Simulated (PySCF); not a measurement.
Sb³⁺ (antimony, charge +3): UHF calculation

Configuration: [Kr] 4d10 5s2, closed-shell 1S. Calculation: PySCF 2.14, in aug-cc-pVTZ-PP with one added diffuse shell each of d, f type with ECP28MDF (6s5p5d3f, 67 functions); a scalar-relativistic core potential.

```json
{
  "Total energy": "-237.487083 hartree",
  "One-electron energy": "-395.7134 hartree",
  "Hartree (Coulomb) energy": "175.8842 hartree",
  "Exchange energy": "-17.6578 hartree",
  "⟨S²⟩": "0.0000",
  "⟨L²⟩": "0.000",
  "Sum of ⟨r⟩": "21.19 bohr",
  "Sum of ⟨r²⟩": "28.05 bohr²"
}
```

| shell | electrons | mean orbital energy (hartree) | rms radius, mean of both spins (bohr) |
| --- | --- | --- | --- |
| 4s | 2 | -7.60515 | 0.848 |
| 4p | 6 | -5.66976 | 0.917 |
| 4d | 10 | -2.69546 | 1.09 |
| 5s | 2 | -1.53866 | 2.19 |

Energies and moments cover only the electrons outside the core potential.
